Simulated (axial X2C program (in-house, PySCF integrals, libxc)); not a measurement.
TeP along the bond: HF, 2c

Computed with an in-house relativistic program for diatomic molecules. Two-component (2c) means X2C with spin–orbit coupling and atomic mean-field two-electron Coulomb and Gaunt terms. Basis: Te dyall-cv3z [11s12p8d4f1g], P dyall-v3z [8s7p2d1f] (cores contracted in-house); Gaussian nuclei, density fitting, unrestricted open shells. Masses: Te 129.906 u, P 30.974 u.

State: Ω = 1/2 (⟨Sz⟩ = -0.50, ⟨Lz⟩ = 1.00 at HF). Dipoles are positive if P is the positive end.

Results along the bond:

```json
{"R (Å)": "2.120", "μ (D)": "-0.525", "HOMO (eV)": "-7.74", "LUMO (eV)": "-0.40"}
{"R (Å)": "2.187", "μ (D)": "-0.420", "HOMO (eV)": "-7.85", "LUMO (eV)": "-0.42"}
{"R (Å)": "2.255", "μ (D)": "-0.320", "HOMO (eV)": "-7.96", "LUMO (eV)": "-0.43"}
{"R (Å)": "2.334", "μ (D)": "-0.209", "HOMO (eV)": "-8.06", "LUMO (eV)": "-0.42"}
{"R (Å)": "2.413", "μ (D)": "-0.100", "HOMO (eV)": "-8.14", "LUMO (eV)": "-0.41"}
{"R (Å)": "2.514", "μ (D)": "0.035", "HOMO (eV)": "-8.22", "LUMO (eV)": "-0.39"}
```

Occupations by symmetry block were frozen at the best pattern of an incomplete PBE0 search. The determinant is spin-polarised beyond a pure state at some levels (its spin-free form has ⟨S²⟩ too high), which makes Re and μ there less reliable.
